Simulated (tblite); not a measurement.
Species: C5H7FSi.
SMILES: `C#C[C@@]1([SiH3])C[C@H]1F`

Computed with GFN2-xTB (tblite): harmonic, unscaled wavenumbers at the GFN2-xTB geometry, gas phase. The method is semi-empirical: single wavenumbers can be off by several per cent or more. Modes of hydrogen on silicon can be 10 to 20 % off.

Harmonic wavenumbers (cm⁻¹): 80.9, 111.8, 136.6, 168.9, 206.9, 314.9, 396.3, 419.4, 481.7, 546.4, 556.9, 593.7, 656.7, 673.3, 765.4, 773.6, 789.1, 825.7, 889.1, 914.2, 1016.8, 1037.8, 1073.2, 1127.6, 1174.8, 1267.7, 1364.3, 1444.9, 2251.7, 2277.8, 2287.5, 2294.1, 3030.8, 3083.4, 3101.4, 3401.3.

A = 2630, B = 1879, C = 1319 MHz; mass 114.030 u (most abundant isotopes); point group C1, symmetry number 1.

Problem. Zero-point energy?

Solution. ½Σν̃ = 20768 cm⁻¹ = 59.38 kcal/mol.

Problem. Entropy at 500 K, 1 bar (ideal gas, RRHO, classical rotation)?

Solution. Translation 42.70, rotation 29.83, vibration 39.09: S = 111.6 cal/(mol K).

Problem. And Cp and H(500 K) − H(0)?

Solution. Cp = 47.34 cal/(mol K), of which vibrations give 39.39 (their classical limit is 36 R = 71.5); H(500 K) − H(0) = 14.43 kcal/mol without the zero-point energy, 10.45 from vibrations.

Problem. What must be added to the electronic energy to get the Gibbs energy at 500 K and 1 bar?

Solution. ZPE + [H(500 K) − H(0)] − T·S = 59.38 + 14.43 − 55.82 = 17.99 kcal/mol.

Problem. Which modes carry the vibrational entropy at 500 K?

Solution. 80.9 cm⁻¹: 4.89; 111.8 cm⁻¹: 4.25; 136.6 cm⁻¹: 3.86; 168.9 cm⁻¹: 3.44; 206.9 cm⁻¹: 3.05; 314.9 cm⁻¹: 2.25 cal/(mol K); the other 30 give 17.36 together.

Hindered rotation and anharmonicity are outside this model. The structure is chiral; the term R ln 2 for an equal mix with its mirror image is left out.
